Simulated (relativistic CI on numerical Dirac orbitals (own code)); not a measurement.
# Tl⁵⁰⁺: q coefficients and field-shift factors

These numbers are calculated, not measured: Dirac-Coulomb-Breit CI, separate exchange-only KLI orbitals for each configuration, derivatives by finite differences, unscaled Slater integrals, QED left out (own radial code, finite nucleus).

Configuration list (outside the closed core [Ar] 3d10): 4s2 4p, 4s 4p2, 4s2 4d, 4p3, 4s2 4f, 4s 4p 4d, 4s 4p 4f, 4p 4d2. Levels of other configurations are missing.

With x = (α/α₀)² − 1 an excitation energy changes as ω = ω₀ + qx; K = 2q/ω₀ is the relative enhancement. Terms are leading LS components, so labels can repeat. The field-shift factor is F = δν/δ⟨r²⟩ for the transition from the lowest level.

Lowest level 4s2 4p 2P°_1/2.

```csv
Level,ω₀ (cm⁻¹),q (cm⁻¹),F (GHz/fm²)
4s 4p2 4P_1/2,955488,209300,-4270
4s2 4p 2P°_3/2,1281274,1.63e+06,-399
4s 4p2 4P_3/2,2101423,1.815e+06,-4620
4s 4p2 2D_5/2,2186824,1.823e+06,-4590
4s 4p2 2D_3/2,2309356,1.82e+06,-4450
4s 4p2 2P_1/2,2334679,1.809e+06,-4640
4s2 4d 2D_3/2,2812842,1.718e+06,-569
4s2 4d 2D_5/2,3057983,2.047e+06,-581
4p3 2P°_3/2,3236502,2.02e+06,-8660
4s 4p2 4P_5/2,3451543,3.373e+06,-4810
4s 4p 4d 4F°_3/2,3534785,1.89e+06,-4650
4s 4p 4d 4F°_5/2,3608886,1.913e+06,-4640
4s 4p2 2S_1/2,3612280,3.438e+06,-5000
4s 4p2 2P_3/2,3651028,3.427e+06,-4970
4s 4p 4d 4D°_1/2,3739348,1.917e+06,-4620
4s 4p 4d 4D°_3/2,3753964,1.935e+06,-4700
4s 4p 4d 4P°_5/2,3883321,2.175e+06,-4610
4s 4p 4d 4F°_7/2,3938260,2.198e+06,-4570
4s 4p 4d 2F°_5/2,3998558,2.215e+06,-4720
4s 4p 4d 2D°_3/2,4014707,2.245e+06,-4970
4p3 4S°_3/2,4499225,3.577e+06,-9020
4p3 2D°_5/2,4502825,3.591e+06,-8750
4p3 2P°_1/2,4570256,3.642e+06,-9040
```

At this charge energies of transitions that change n are usually good to better than 1 %, and those within a shell (Δn = 0) to a few per cent.

(1) Which transition from the lowest level has the largest |K|?

Results:

(1) 4s2 4p 2P°_3/2 at 1281274 cm⁻¹, K = 2.54.
